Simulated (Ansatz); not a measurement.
Reaction (ligand exchange at the Si–C bond): `N=C[SiH2]N` + `N[SiH](O)O` → `N[SiH2]O[SiH](N)O` + `C=N`

Calculated with Ansatz (gas phase, PBE0-D4/def2-TZVP geometries, no zero-point term in ΔE). CCSD(T)/CBS adds triple-zeta CCSD(T) − MP2 to the extrapolated MP2 energy (def2 sets, frozen cores). This one scheme is used for every species. Functionals use def2-TZVPP. Each species was taken in one conformer, which may not be the lowest.

`N=C[SiH2]N`:

Z-matrix (Å, degrees):
```
Si
C 1 1.895
N 1 1.713 2 115.4
H 1 1.488 2 106.8 3 -121.4
H 1 1.488 2 106.9 3 121.4
N 2 1.271 1 119.5 3 0.0
H 2 1.104 1 118.8 3 179.9
H 3 1.009 1 117.5 2 67.5
H 3 1.009 1 117.4 2 -66.0
H 6 1.023 2 111.6 1 180.0
```

`N[SiH](O)O`:

Z-matrix (Å, degrees):
```
Si
O 1 1.639
O 1 1.639 2 116.1
N 1 1.714 2 107.1 3 -119.6
H 1 1.475 2 104.4 3 114.2
H 2 0.959 1 117.1 3 74.9
H 3 0.959 1 117.0 2 -75.2
H 4 1.008 1 119.6 2 171.6
H 4 1.008 1 119.6 2 -46.2
```

`N[SiH2]O[SiH](N)O`:

Z-matrix (Å, degrees):
```
Si
O 1 1.637
N 1 1.728 2 109.6
H 1 1.486 2 107.2 3 123.1
H 1 1.483 2 110.3 3 -116.6
Si 2 1.641 1 128.9 3 -8.2
H 3 1.009 1 118.8 2 81.2
H 3 1.008 1 118.2 2 -139.8
N 6 1.718 2 105.7 1 -67.9
O 6 1.634 2 112.6 1 50.3
H 6 1.477 2 107.5 1 167.3
H 9 1.009 6 118.3 2 167.9
H 9 1.009 6 119.1 2 -53.2
H 10 0.966 6 111.4 2 -46.1
```

`C=N`:

Z-matrix (Å, degrees):
```
C
N 1 1.261
H 1 1.096 2 124.9
H 1 1.092 2 118.8 3 -180.0
H 2 1.021 1 111.0 3 -0.0
```

| species | r2SCAN-D4 energy (Eh) |
| --- | --- |
| `N=C[SiH2]N` | -440.66965 |
| `N[SiH](O)O` | -497.81984 |
| `N[SiH2]O[SiH](N)O` | -843.93315 |
| `C=N` | -94.60865 |

Q: Work out ΔE.

A: ΔE = (-843.93315) + (-94.60865) − (-440.66965) − (-497.81984) = -0.05231 Eh = -137.3 kJ/mol. CCSD(T)/CBS gives -138.1 kJ/mol.

Largest T1 diagnostic among the species: 0.012.

The D4 term adds −8.9 kJ/mol with B3LYP and −5.2 kJ/mol with PBE0; it sums over pairs of atoms, weighted by their polarisabilities, and B3LYP, whose exchange is more repulsive, gets the larger term. In def2-TZVPP, CCSD(T) changes the Hartree–Fock value by +7.0 kJ/mol (the triples alone add +0.9 kJ/mol) and MP2 by +5.3 kJ/mol.

B3LYP here is the variant with VWN-RPA as its local correlation; programs differ in this.
